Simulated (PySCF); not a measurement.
# Exercise with solution: oscillator strength and radiative lifetime

BrGaH₂O₂, SMILES [OH][Ga]([OH])[Br].

Coordinates come from a B3LYP-D3(BJ)/def2-SVP optimisation. The values are those of a single conformer.

TDDFT-PBE0/def2-SVPD run with PySCF 2.14.0 puts the first singlet state with f over 0.02 at 5.82 eV (vertical), with the transition dipole (-0.470, -0.098, 0.000) in atomic units.

### Question
Find the oscillator strength, the wavelength and the radiative lifetime that this transition would have in vacuum if emission retraced absorption.

### Answer

|μ|² = 0.2305 au, so |μ| = 1.22 D. ΔE = 5.82/27.211 = 0.2139 hartree. f = (2/3) ΔE |μ|² = 0.033 (the program prints 0.033).
λ = 1239.84/5.82 = 213 nm; ν = 46941 cm⁻¹.
Einstein's coefficient A = 0.6670 ν² f s⁻¹ (ν in cm⁻¹) = 4.8e7 s⁻¹, so τ = 1/A = 21 ns. This state is S1. The figure is the radiative limit of this one transition; relaxation, internal conversion, crossing to triplets and a medium change what is measured.
